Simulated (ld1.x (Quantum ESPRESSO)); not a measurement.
Results of a calculation; reference values are marked as such.
# Potentials for palladium (Pd) compared

Generated with ld1.x 7.5 (TM, RRKJ, ultrasoft, PAW), atompaw 4.2 or ONCVPSP 4.0.1. The cutoff is in Ry: for ld1.x and atompaw files where the sum of valence levels is converged to 10 mRy in a Bessel basis, for ONCV files where the hardest occupied wave has 1 mHa per electron of residual kinetic energy. The error is the largest all-electron minus pseudo excitation energy over each file’s own four to seven test configurations (ionisations up to +4, promotions, holes and added fractions of an electron), all of which were solved. The labels leave out finer settings (local radius, basis sizes, second energies), which also bear on the numbers. Spin-polarised tests are not counted. The rows are a selection from randomly drawn settings: files with unsolved tests, undetermined cutoffs or missed reference levels are left out.

```tsv
potential	cutoff (Ry)	largest error (meV)	bound ghosts
RRKJ, LDA (PZ), scalar-relativistic, rc 2.35/1.10/1.80 (spd), local s, core correction yes, reference 4p6 4d9 5s1 5p0	120	-863	none
RRKJ, LDA (PZ), scalar-relativistic, rc 2.50/1.75/1.70 (spd), local s, core correction yes, reference 4p6 4d10 5s0 5p0	50	-739	none
PAW, PBE, scalar-relativistic, rc 2.65/1.50/1.50 (spd), local smoothed, core correction yes, reference 4p6 4d10 5s0 5p0	55	-57	none
TM semilocal, BLYP, scalar-relativistic, rc 2.85/1.65/1.10 (spd), local d, core correction yes, reference 4p6 4d10 5s0 5p0	80	+92	none
ultrasoft, PBE, scalar-relativistic, rc 2.25/2.75/1.75/3.05 (spdf), local smoothed, core correction yes, reference 4d9 5s0 5p0	35	-1077	none
TM semilocal, PBEsol, scalar-relativistic, rc 1.05/1.05/1.95 (spd), local d, core correction no, reference 4s2 4p6 4d10 5s0	160	+150	none
```

Problem. Fill in the row for Pd: TM, BLYP, scalar-relativistic, rc 1.85/1.40/1.20 (spd), local s, core correction no, reference 4p6 4d10 5s0 5p0.

Solution. cutoff 80 Ry, largest error -1282 meV, bound ghosts: none.

Problem. Fill in the row for Pd: TM, LDA (PZ), scalar-relativistic, rc 1.98/2.58/1.16 (spd), local p, core correction no, reference 4d9.5 5s0 5p0.

Solution. cutoff 80 Ry, largest error -2433 meV, bound ghosts: none.

Problem. Fill in the row for Pd: TM, PBEsol, scalar-relativistic, rc 0.85/1.30/1.20 (spd), local s, core correction yes, reference 4s2 4p6 4d8 5s0 5p0.

Solution. cutoff 140 Ry, largest error -47 meV, bound ghosts: none.
